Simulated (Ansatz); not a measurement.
`F[SiH2]I` + PH₃ → `F[SiH2]P` + HI at 298.15 K and 1 bar (ligand exchange at the Si–I bond).

Gas-phase electronic energies from Ansatz, PBE0-D4/def2-TZVP geometries. CBS: MP2 limit from def2 TZ/QZ plus the TZ coupled-cluster correction, frozen cores. This one scheme is used for every species. Elements past krypton have def2 core potentials. For I outer-core shells are correlated without core-valence functions, which leaves a few kJ/mol of doubt a bond. One conformer a species, not always the lowest.

```
   species  CCSD(T)/CBS energy (Eh)  H − E (kJ/mol)  S (J/(mol·K))
`F[SiH2]I`               -687.61044            68.1          301.0
       PH₃               -342.72256            73.1          210.2
`F[SiH2]P`               -732.27050           114.4          302.0
        HI               -298.03592            22.7          206.5
```

H − E and S are ideal-gas, rigid-rotor, harmonic terms from PBE0-D4/def2-TZVP, for one conformer and one mirror image of each species. 1 Eh = 2625.50 kJ/mol, R = 8.31446 J/(mol·K).

Question: By hand: ΔE, ΔH, ΔS and ΔG.

Answer: ΔE = (-732.27050) + (-298.03592) − (-687.61044) − (-342.72256) = 0.02658 Eh = 69.8 kJ/mol. Δ(H − E) = 114.4 + 22.7 − 68.1 − 73.1 = -4.1, so ΔH = 65.7 kJ/mol. ΔS = 302.0 + 206.5 − 301.0 − 210.2 = -2.7 J/(mol·K). ΔG = 65.7 − 298.15 × (-2.7)/1000 = 66.5 kJ/mol.

Question: By hand: the equilibrium constant, and the temperature at which ΔG would vanish if ΔH and ΔS stayed fixed.

Answer: log₁₀ K = −ΔG/(RT ln 10) = -11.7. ΔH and −TΔS have one sign here, so there is no such temperature. One of them is within its doubt of zero, so this could turn.

The number of gas molecules stays the same, so ΔS is small and ΔH decides. A doubt of 5 kJ/mol in ΔE shifts log₁₀ K by 0.9 here. Other conformers and mirror images would add mixing entropy, several J/(mol·K) or more a flexible species. These are equilibria of isolated gas molecules and say nothing of rates. Largest T1 diagnostic: 0.013 (customary marks: 0.02 for closed shells, 0.045 for open ones).
